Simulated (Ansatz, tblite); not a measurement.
Cost and result up the ladder for tetraphenylgermane, `c1cc[c]([Ge]([c]2ccccc2)([c]2ccccc2)[c]2ccccc2)cc1` (45 atoms). Charge 0, multiplicity 1. Geometry: PBE-D4/def2-SVP.

```xyz
45

C    -4.130    1.964   -1.426
C    -3.092    2.779   -0.945
C    -1.876    2.203   -0.544
C    -1.680    0.807   -0.616
Ge    0.000    0.000    0.000
C    -0.055   -0.237    1.948
C     0.779   -1.185    2.579
C     0.772   -1.328    3.976
C    -0.072   -0.526    4.760
C    -0.910    0.417    4.144
C    -0.902    0.558    2.747
C     1.489    1.184   -0.482
C     1.483    1.882   -1.709
C     2.567    2.697   -2.076
C     3.671    2.825   -1.218
C     3.687    2.139    0.007
C     2.602    1.326    0.372
C     0.245   -1.752   -0.849
C    -0.389   -2.900   -0.325
C    -0.248   -4.147   -0.954
C     0.532   -4.264   -2.116
C     1.170   -3.130   -2.645
C     1.028   -1.884   -2.014
C    -2.729    0.001   -1.106
C    -3.946    0.574   -1.507
H    -5.083    2.414   -1.743
H    -3.230    3.870   -0.886
H    -1.064    2.853   -0.180
H     1.438   -1.828    1.973
H     1.427   -2.072    4.456
H    -0.080   -0.639    5.856
H    -1.577    1.045    4.755
H    -1.570    1.295    2.272
H     0.617    1.798   -2.385
H     2.548    3.237   -3.035
H     4.521    3.464   -1.504
H     4.549    2.241    0.685
H     2.621    0.798    1.340
H    -0.993   -2.822    0.594
H    -0.746   -5.035   -0.533
H     0.644   -5.242   -2.609
H     1.786   -3.219   -3.554
H     1.542   -1.003   -2.432
H    -2.592   -1.090   -1.182
H    -4.756   -0.068   -1.888
```

Ansatz on 2 threads of AMD EPYC 7R13 on a shared host and a share (18 GiB) of an NVIDIA H100 80GB HBM3; xTB runs through tblite on one thread. Times are rough, summed over both states, and most runs start from the orbitals of an earlier one. PBE0-D4/def2-TZVP serves as the yardstick here, not as an exact answer. The other state is a triplet.

The xTB rows come from tblite. Single mean-field runs in def2-TZVP are fitted with def2-universal-jkfit.

xTB has no spin-polarisation term.

| level | functions | wall time | vertical triplet (eV) | difference from PBE0-D4/def2-TZVP (eV) |
| --- | --- | --- | --- | --- |
| GFN2-xTB | 125 | 0.23 s | 4.01 | -0.09 |
| GFN1-xTB | 145 | 0.4 s | 4.07 | -0.03 |
| PBE-D4/def2-TZVP | 912 | 31 s | 4.13 | 0.04 |
| PBE0-D4/def2-TZVP (with forces) | 912 | 45 s | 4.10 | 0.00 |
